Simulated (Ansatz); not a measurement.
Ansatz (a quantum-chemistry and plane-wave program) input for CH6O3Si2, SMILES O=CO[SiH2][SiH2]O, PBE0-D3(BJ)/def2-SVP. 

Ansatz 0.2 input:
```yaml
crystal:
  periodic: [false, false, false]
  atoms:
    - {symbol: O, position_ang: [0.33242158, 1.87005117, 0.38518944]}
    - {symbol: C, position_ang: [1.23647008, 1.32473621, 0.96005678]}
    - {symbol: O, position_ang: [1.58612173, 0.08648107, 0.82760738]}
    - {symbol: Si, position_ang: [0.88775478, -1.04074611, -0.23990866]}
    - {symbol: Si, position_ang: [-1.41433595, -0.81495198, -0.31525002]}
    - {symbol: O, position_ang: [-1.86812270, 0.61023581, -0.93113206]}
    - {symbol: H, position_ang: [1.87491093, 1.85413175, 1.69064877]}
    - {symbol: H, position_ang: [1.43967666, -2.21890038, 0.42355801]}
    - {symbol: H, position_ang: [1.65814417, -0.79362859, -1.46544183]}
    - {symbol: H, position_ang: [-2.00183783, -0.98629111, 1.02553069]}
    - {symbol: H, position_ang: [-2.01654762, -1.76763252, -1.24420454]}
    - {symbol: H, position_ang: [-1.40439540, 1.40953251, -0.67152809]}
basis:
  gaussian:
    orbitals: def2-SVP
hamiltonian:
  xc: pbe0
  dispersion: d3bj
relax: {f_tol: 0.002, max_steps: 200}
```

Log of the run:

```
[...]
these checks for a lower state are left out or cut short: starts, cluster_reference, orbital_swaps, neighbouring_geometries, increment
integrals: 0.08 GiB planned
1259 factors; integrals over basis functions are off by at most 4.1e-4 eV
mean field: 0.61 GiB planned
mean field -23008.13258321 eV, -845.5332769607 hartree, gradient 1.4e-5 eV, S^2 0.000000; 0 other end points of the search recorded, 0 dependent functions left out
the calculation of the forces begins
reference -23008.13261181 eV, -845.5332780115 hartree; 32, 32 occupied and 90, 90 virtual orbitals, 1259 factors
relax step   3: F+E_penalty+E_count = -23008.39421837 eV  Δ(F+E_penalty+E_count) = -1.225e-2 eV  max|allowed force component| = 5.546e-1 eV/Å  Δτ_max = 0.0725 Å  (31 SCF iters, accepted)
these checks for a lower state are left out or cut short: starts, cluster_reference, orbital_swaps, neighbouring_geometries, increment
integrals: 0.08 GiB planned
1259 factors; integrals over basis functions are off by at most 3.8e-4 eV
mean field: 0.61 GiB planned
mean field evaluation 32: about -23007.8582 eV, gradient 9.5e0 eV
mean field -23008.13642301 eV, -845.5334180708 hartree, gradient 2.7e-5 eV, S^2 0.000000; 0 other end points of the search recorded, 0 dependent functions left out
the calculation of the forces begins
reference -23008.13645151 eV, -845.5334191181 hartree; 32, 32 occupied and 90, 90 virtual orbitals, 1259 factors
relax step   4: F+E_penalty+E_count = -23008.40000286 eV  Δ(F+E_penalty+E_count) = -5.784e-3 eV  max|allowed force component| = 9.215e-1 eV/Å  Δτ_max = 0.1630 Å  (30 SCF iters, accepted)
these checks for a lower state are left out or cut short: starts, cluster_reference, orbital_swaps, neighbouring_geometries, increment
integrals: 0.08 GiB planned
1259 factors; integrals over basis functions are off by at most 4.0e-4 eV
mean field: 0.61 GiB planned
mean field -23008.16505606 eV, -845.5344703158 hartree, gradient 1.9e-5 eV, S^2 0.000000; 0 other end points of the search recorded, 0 dependent functions left out
the calculation of the forces begins
reference -23008.16508454 eV, -845.5344713623 hartree; 32, 32 occupied and 90, 90 virtual orbitals, 1259 factors
relax step   5: F+E_penalty+E_count = -23008.42771566 eV  Δ(F+E_penalty+E_count) = -2.771e-2 eV  max|allowed force component| = 2.693e-1 eV/Å  Δτ_max = 0.0739 Å  (32 SCF iters, accepted)
these checks for a lower state are left out or cut short: starts, cluster_reference, orbital_swaps, neighbouring_geometries, increment
integrals: 0.08 GiB planned
1259 factors; integrals over basis functions are off by at most 4.0e-4 eV
mean field: 0.61 GiB planned
mean field -23008.16812419 eV, -845.5345830675 hartree, gradient 1.6e-5 eV, S^2 0.000000; 0 other end points of the search recorded, 0 dependent functions left out
the calculation of the forces begins
reference -23008.16815260 eV, -845.5345841114 hartree; 32, 32 occupied and 90, 90 virtual orbitals, 1259 factors
relax step   6: F+E_penalty+E_count = -23008.43099434 eV  Δ(F+E_penalty+E_count) = -3.279e-3 eV  max|allowed force component| = 2.957e-1 eV/Å  Δτ_max = 0.0301 Å  (30 SCF iters, accepted)
these checks for a lower state are left out or cut short: starts, cluster_reference, orbital_swaps, neighbouring_geometries, increment
integrals: 0.08 GiB planned
1259 factors; integrals over basis functions are off by at most 4.0e-4 eV
mean field: 0.61 GiB planned
mean field -23008.16870593 eV, -845.5346044459 hartree, gradient 1.6e-5 eV, S^2 0.000000; 0 other end points of the search recorded, 0 dependent functions left out
the calculation of the forces begins
reference -23008.16873426 eV, -845.5346054872 hartree; 32, 32 occupied and 90, 90 virtual orbitals, 1259 factors
relax step   7: F+E_penalty+E_count = -23008.43174615 eV  Δ(F+E_penalty+E_count) = -7.518e-4 eV  max|allowed force component| = 1.839e-1 eV/Å  Δτ_max = 0.0278 Å  (30 SCF iters, accepted)
these checks for a lower state are left out or cut short: starts, cluster_reference, orbital_swaps, neighbouring_geometries, increment
integrals: 0.08 GiB planned
1259 factors; integrals over basis functions are off by at most 4.0e-4 eV
mean field: 0.62 GiB planned
mean field evaluation 64: about -23008.1685 eV, gradient 1.1e-4 eV
mean field -23008.16845583 eV, -845.5345952551 hartree, gradient 1.5e-5 eV, S^2 0.000000; 0 other end points of the search recorded, 0 dependent functions left out
the calculation of the forces begins
reference -23008.16848404 eV, -845.5345962918 hartree; 32, 32 occupied and 90, 90 virtual orbitals, 1259 factors
relax step   8: F+E_penalty+E_count = -23008.43264438 eV  Δ(F+E_penalty+E_count) = -8.982e-4 eV  max|allowed force component| = 1.669e-1 eV/Å  Δτ_max = 0.0459 Å  (30 SCF iters, accepted)
these checks for a lower state are left out or cut short: starts, cluster_reference, orbital_swaps, neighbouring_geometries, increment
integrals: 0.08 GiB planned
1259 factors; integrals over basis functions are off by at most 4.0e-4 eV
mean field: 0.62 GiB planned
mean field -23008.17170054 eV, -845.5347144961 hartree, gradient 1.5e-5 eV, S^2 0.000000; 0 other end points of the search recorded, 0 dependent functions left out
the calculation of the forces begins
reference -23008.17172872 eV, -845.5347155317 hartree; 32, 32 occupied and 90, 90 virtual orbitals, 1259 factors
relax step   9: F+E_penalty+E_count = -23008.43551819 eV  Δ(F+E_penalty+E_count) = -2.874e-3 eV  max|allowed force component| = 5.655e-2 eV/Å  Δτ_max = 0.0384 Å  (29 SCF iters, accepted)
these checks for a lower state are left out or cut short: starts, cluster_reference, orbital_swaps, neighbouring_geometries, increment
integrals: 0.08 GiB planned
1259 factors; integrals over basis functions are off by at most 4.0e-4 eV
mean field: 0.61 GiB planned
mean field -23008.17182459 eV, -845.5347190548 hartree, gradient 1.5e-5 eV, S^2 0.000000; 0 other end points of the search recorded, 0 dependent functions left out
the calculation of the forces begins
reference -23008.17185274 eV, -845.5347200893 hartree; 32, 32 occupied and 90, 90 virtual orbitals, 1259 factors
relax step  10: F+E_penalty+E_count = -23008.43579547 eV  Δ(F+E_penalty+E_count) = -2.773e-4 eV  max|allowed force component| = 4.831e-2 eV/Å  Δτ_max = 0.0278 Å  (30 SCF iters, accepted)
these checks for a lower state are left out or cut short: starts, cluster_reference, orbital_swaps, neighbouring_geometries, increment
integrals: 0.08 GiB planned
1259 factors; integrals over basis functions are off by at most 3.9e-4 eV
mean field: 0.61 GiB planned
mean field -23008.17189787 eV, -845.5347217478 hartree, gradient 2.5e-5 eV, S^2 0.000000; 0 other end points of the search recorded, 0 dependent functions left out
the calculation of the forces begins
reference -23008.17192602 eV, -845.5347227823 hartree; 32, 32 occupied and 90, 90 virtual orbitals, 1259 factors
relax step  11: F+E_penalty+E_count = -23008.43602148 eV  Δ(F+E_penalty+E_count) = -2.260e-4 eV  max|allowed force component| = 1.560e-2 eV/Å  Δτ_max = 0.0077 Å  (25 SCF iters, accepted)
these checks for a lower state are left out or cut short: starts, cluster_reference, orbital_swaps, neighbouring_geometries, increment
integrals: 0.08 GiB planned
1259 factors; integrals over basis functions are off by at most 3.9e-4 eV
mean field: 0.61 GiB planned
mean field -23008.17186341 eV, -845.5347204813 hartree, gradient 7.7e-6 eV, S^2 0.000000; 0 other end points of the search recorded, 0 dependent functions left out
the calculation of the forces begins
reference -23008.17189156 eV, -845.5347215158 hartree; 32, 32 occupied and 90, 90 virtual orbitals, 1259 factors
relax step  12: F+E_penalty+E_count = -23008.43604642 eV  Δ(F+E_penalty+E_count) = -2.495e-5 eV  max|allowed force component| = 1.084e-2 eV/Å  Δτ_max = 0.0048 Å  (24 SCF iters, accepted)
these checks for a lower state are left out or cut short: starts, cluster_reference, orbital_swaps, neighbouring_geometries, increment
integrals: 0.08 GiB planned
1259 factors; integrals over basis functions are off by at most 3.9e-4 eV
mean field: 0.61 GiB planned
mean field evaluation 96: about -23008.1718 eV, gradient 2.1e-4 eV
mean field -23008.17180766 eV, -845.5347184326 hartree, gradient 1.2e-5 eV, S^2 0.000000; 0 other end points of the search recorded, 0 dependent functions left out
the calculation of the forces begins
reference -23008.17183581 eV, -845.5347194670 hartree; 32, 32 occupied and 90, 90 virtual orbitals, 1259 factors
relax step  13: F+E_penalty+E_count = -23008.43604096 eV  Δ(F+E_penalty+E_count) = +5.460e-6 eV  max|allowed force component| = 2.168e-2 eV/Å  Δτ_max = 0.0054 Å  (24 SCF iters, rejected (line search))
these checks for a lower state are left out or cut short: starts, cluster_reference, orbital_swaps, neighbouring_geometries, increment
integrals: 0.08 GiB planned
1259 factors; integrals over basis functions are off by at most 3.9e-4 eV
mean field: 0.62 GiB planned
mean field -23008.17184560 eV, -845.5347198266 hartree, gradient 9.0e-5 eV, S^2 0.000000; 0 other end points of the search recorded, 0 dependent functions left out
the calculation of the forces begins
reference -23008.17187375 eV, -845.5347208611 hartree; 32, 32 occupied and 90, 90 virtual orbitals, 1259 factors
relax step  14: F+E_penalty+E_count = -23008.43605614 eV  Δ(F+E_penalty+E_count) = -9.720e-6 eV  max|allowed force component| = 1.326e-2 eV/Å  Δτ_max = 0.0027 Å  (21 SCF iters, accepted)
these checks for a lower state are left out or cut short: starts, cluster_reference, orbital_swaps, neighbouring_geometries, increment
integrals: 0.08 GiB planned
1259 factors; integrals over basis functions are off by at most 3.9e-4 eV
mean field: 0.61 GiB planned
mean field -23008.17184718 eV, -845.5347198849 hartree, gradient 5.1e-5 eV, S^2 0.000000; 0 other end points of the search recorded, 0 dependent functions left out
the calculation of the forces begins
reference -23008.17187533 eV, -845.5347209195 hartree; 32, 32 occupied and 90, 90 virtual orbitals, 1259 factors
relax step  15: F+E_penalty+E_count = -23008.43605941 eV  Δ(F+E_penalty+E_count) = -3.270e-6 eV  max|allowed force component| = 1.142e-3 eV/Å  Δτ_max = 0.0013 Å  (22 SCF iters, accepted)
integrals: 0.08 GiB planned
1259 factors; integrals over basis functions are off by at most 3.9e-4 eV
mean field: 0.61 GiB planned
mean field -23008.17184718 eV, -845.5347198849 hartree, gradient 5.1e-5 eV, S^2 0.000000; 1 other end points of the search recorded, 0 dependent functions left out
the calculation of the forces begins
reference -23008.17187533 eV, -845.5347209195 hartree; 32, 32 occupied and 90, 90 virtual orbitals, 1259 factors
Total energy: -23008.43608756 eV, -845.5444305399 hartree
Atom 0 at     0.304232     1.810053     0.371907 Å, force    -0.000642     0.001142    -0.000641 eV/Å
Atom 1 at     1.203970     1.325772     1.016032 Å, force     0.000543    -0.000030     0.000784 eV/Å
Atom 2 at     1.617327     0.083178     0.925815 Å, force     0.000109    -0.000398     0.000652 eV/Å
Atom 3 at     0.905875    -1.015221    -0.232332 Å, force     0.000188     0.000621    -0.000359 eV/Å
Atom 4 at    -1.435272    -0.775979    -0.300206 Å, force    -0.000154    -0.000066    -0.000008 eV/Å
Atom 5 at    -1.821866     0.645770    -1.062194 Å, force    -0.000048     0.000297     0.000142 eV/Å
Atom 6 at     1.781617     1.899160     1.769456 Å, force    -0.000316    -0.000838    -0.000656 eV/Å
Atom 7 at     1.406032    -2.333852     0.245880 Å, force     0.000068    -0.000051    -0.000106 eV/Å
Atom 8 at     1.541765    -0.689576    -1.543784 Å, force    -0.000011    -0.000136     0.000216 eV/Å
Atom 9 at    -1.944102    -0.877434     1.105454 Å, force     0.000221     0.000040     0.000153 eV/Å
Atom 10 at    -2.005705    -1.901254    -1.095001 Å, force    -0.000019     0.000013     0.000028 eV/Å
Atom 11 at    -1.243612     1.362399    -0.755903 Å, force     0.000062    -0.000595    -0.000204 eV/Å
Dipole moment:     0.390828    -0.148623     0.243660 e Å
```

The calculation finished and met its thresholds.
